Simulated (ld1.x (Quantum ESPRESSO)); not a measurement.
C: one change to a TM potential, before and after

```json
{
  "Element": "C (Z = 6)",
  "Generator": "ld1.x (Quantum ESPRESSO) 7.5",
  "Type": "norm-conserving Troullier–Martins (Kleinman–Bylander form)",
  "Functional": "LDA (PZ)",
  "Relativity": "scalar-relativistic",
  "Frozen core": "[He]",
  "Valence charge": "4",
  "Reference configuration": "2s1.75 2p2.25",
  "Partial waves": "2s (bound): rc 1.25 bohr; 2p (bound): rc 1.75 bohr; 3d channel at 0.45 Ry: rc 1.75 bohr",
  "Local potential": "the d channel",
  "Core correction": "a·sin(br)/r model core, default radius (core density twice the valence density)"
}
```

All-electron outer shells of the reference configuration (LDA (PZ), scalar-relativistic, ld1.x):

| shell | level (eV) | outermost node (bohr) | outermost maximum (bohr) |
| --- | --- | --- | --- |
| 1s | -271.03 | – | 0.18 |
| 2s | -13.76 | 0.38 | 1.22 |
| 2p | -5.53 | – | 1.19 |

Change: wave 2s (bound): rc 1.25 bohr becomes 2s (bound): rc 1.56 bohr.

Cutoffs: the cutoffs (Ry, on a coarse ladder) from which the occupation-weighted sum of valence levels, in a spherical-Bessel basis at the reference potential, stays within 10 and 1 mRy of its value at 400 Ry; they do not see the model core or the augmentation charge, which bear on the density cutoff. Errors are all-electron minus pseudo energies relative to the spin-unpolarised reference configuration.

**Question.** What does the change do?

**Answer.** The potential gets softer (35 Ry and 80 Ry → 35 Ry and 55 Ry); of the 9 tests that both files solve, the error grows in 3 and shrinks in 0 by more than 15 % and 0.3 meV (median size 21.3 → 23.0 meV); neither file shows a bound ghost. A larger radius leaves more room for a smooth pseudo-wave, so fewer plane waves are needed. More of the atom is replaced by a form fitted at one configuration, so other configurations suffer.

```csv
quantity,base,changed
"cutoff, loose",35 Ry,35 Ry
"cutoff, tight",80 Ry,55 Ry
loose cutoff by channel (10 mRy a level),"s 30 Ry, p 30 Ry","s 18 Ry, p 30 Ry"
bound ghosts,none,none
"error for 2s2 2p2, meV [ΔE -2.06 eV]",+0.4,+0.4
"error for 2s2 2p1, meV [ΔE 8.93 eV]",+23,+31
"error for 2s2 2p0, meV [ΔE 33.19 eV]",+188,+234
"error for 2s2 2p2.3, meV [ΔE -3.26 eV]",-0.1,-0.3
"error for 2s1 2p3, meV [ΔE 6.18 eV]",+3.6,+3.9
"error for 2s0 2p4, meV [ΔE 14.46 eV]",+21,+23
"error for 2s2 2p1.5, meV [ΔE 1.97 eV]",+5.1,+6.8
"error for 2s1.75 2p2.25 (spin-polarised), meV [ΔE -1.83 eV]",+51,+53
"error for 2s2 2p2 (spin-polarised), meV [ΔE -3.19 eV]",+30,+33
s: phases at 1.90 bohr within 0.05 rad from the reference energy up to (Ry; the scan ends near 5),3.5,3.1
p: phases at 1.90 bohr within 0.05 rad from the reference energy up to (Ry; the scan ends near 5),3.4,3.4
d: phases at 1.90 bohr within 0.05 rad from the reference energy up to (Ry; the scan ends near 5),to the end of the scan,to the end of the scan
```
